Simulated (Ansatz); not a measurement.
`O[SiH2][Si](F)(Cl)Cl` + H₂ → `F[Si]([SiH3])(Cl)Cl` + H₂O  (hydrogenolysis of the Si–O bond)

Program: Ansatz. Geometries: PBE0-D4/def2-TZVP. ΔE: electronic, gas phase. CBS: MP2 limit from def2 TZ/QZ plus the TZ coupled-cluster correction, frozen cores. This one scheme is used for every species. Functionals use def2-TZVPP. Each species was taken in one conformer, which may not be the lowest.

| level | ΔE (kJ/mol) |
| --- | --- |
| BHLYP-D4 | 59.3 |
| ωB97X-V | 55.8 |
| SCS-MP2/def2-TZVPP | 59.1 |
| SCS-MP2/def2-QZVPP | 59.6 |

(1) What does CCSD(T)/CBS give? (Estimate.)

(2) What do rigid-rotor, harmonic-oscillator terms from PBE0-D4/def2-TZVP frequencies (298.15 K, 1 bar) make of the CCSD(T)/CBS value? (Best estimate.)

Largest T1 diagnostic among the species: 0.011.

Answers

(1) The calculation gave: +54.3 kJ/mol. The listed levels differ from it by 5.0, 1.5, 4.8, 5.3 kJ/mol.

(2) The calculation gave: ΔZPE = +12.9 kJ/mol, ΔH = +64.9 kJ/mol, ΔS = 24 J/(mol·K), ΔG = +57.8 kJ/mol. Modes under 50 cm⁻¹ make the entropy rough.

At CCSD(T), def2-SVP lies −14.9 kJ/mol from the extrapolated value and def2-TZVPP −0.7 kJ/mol. The D4 term adds +5.5 kJ/mol with B3LYP and +3.1 kJ/mol with PBE0; it sums over pairs of atoms, weighted by their polarisabilities, and B3LYP, whose exchange is more repulsive, gets the larger term.

B3LYP here is the variant with VWN-RPA as its local correlation; programs differ in this.
